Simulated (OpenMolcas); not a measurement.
Pd2+ (d8) among equal point charges was computed by CASSCF with the d shell active (OpenMolcas, ANO-RCC-VDZP on the metal). Its lowest spin-free states, and all those of the highest spin:

| 2S+1 | Degeneracy | E (cm-1) |
| --- | --- | --- |
| 3 | 1 | 0.0 |
| 3 | 1 | 7052 |
| 3 | 2 | 7371 |
| 3 | 2 | 12294 |
| 3 | 1 | 12577 |
| 1 | 1 | 14209 |
| 1 | 1 | 14770 |
| 1 | 2 | 20912 |
| 1 | 1 | 20959 |
| 1 | 1 | 23108 |
| 3 | 2 | 23294 |
| 3 | 1 | 23813 |

Q: Is the site octahedral, tetrahedral or cube-like, axial, or of lower symmetry?

A: The states with 2S+1 = 3 have orbital degeneracies 1, 1, 2, 2, 1, 2, 1. There are pairs but no triples, so the site is axial: not cubic, but with a proper or improper axis of order three or more. The run had Pd2+ among 6 point charges of -1 e arranged as a tetragonal octahedron (D4h), 1.85 Å from the ion, with the axial distance 1.794 Å.

Without dynamic correlation the repulsion within the d shell is too large (B by tens of per cent), so at a given field states of lower spin stand too high. Real 4d8 and 5d8 ions are as a rule square planar and diamagnetic. Point charges give a weaker field than real ligands, and real ions of this kind are as a rule low spin; the high spin found here belongs to the model. Point charges carry no covalency, so the field is a model and not that of real ligands. No measured value stands beside these numbers.
